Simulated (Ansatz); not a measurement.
The cluster Si4Se4. The state is a triplet with charge 0. Geometry PBE-D4/def2-SVP, that of the charge +1 doublet; atoms count from 1.

```xyz
8

Si    1.353    1.253   -0.671
Si   -1.432    1.386    0.203
Si    1.173   -0.690    0.898
Si   -0.935   -1.875   -0.613
Se   -1.068   -0.726    1.615
Se    0.255    2.907    0.561
Se   -0.573    0.456   -1.869
Se    1.226   -2.711   -0.124
```

At PBE0-D4/def2-TZVP a singlet of charge 0 lies 0.41 eV below the triplet at the same geometry. The structure comes from a short search, and lower isomers may exist.

Estimate the Mulliken populations from the PBE0/def2-TZVP orbitals of Ansatz.


```csv
atom,charge (e),spin (α − β)
Si1,0.07,0.38
Si2,0.17,0.23
Si3,0.12,0.64
Si4,0.15,0.02
Se5,-0.09,0.14
Se6,-0.15,0.21
Se7,-0.08,0.25
Se8,-0.18,0.14
```
Mulliken values depend strongly on the basis.

Where does the spin sit?

Summed by element: Si 1.26, Se 0.74, of 2 unpaired in all. Largest on single atoms: Si3 0.64, Si1 0.38, Se7 0.25.

And the Mayer bond orders between heavy atoms (over 0.3)?

Si1–Si2 0.32 (2.92 Å); Si1–Si3 0.83 (2.50 Å); Si1–Se6 1.02 (2.34 Å); Si1–Se7 0.88 (2.40 Å); Si2–Se5 0.72 (2.57 Å); Si2–Se6 1.12 (2.30 Å); Si2–Se7 0.87 (2.43 Å); Si3–Se5 0.92 (2.35 Å); Si3–Se8 1.12 (2.27 Å); Si4–Se5 0.77 (2.51 Å); Si4–Se7 0.63 (2.67 Å); Si4–Se8 1.06 (2.37 Å).
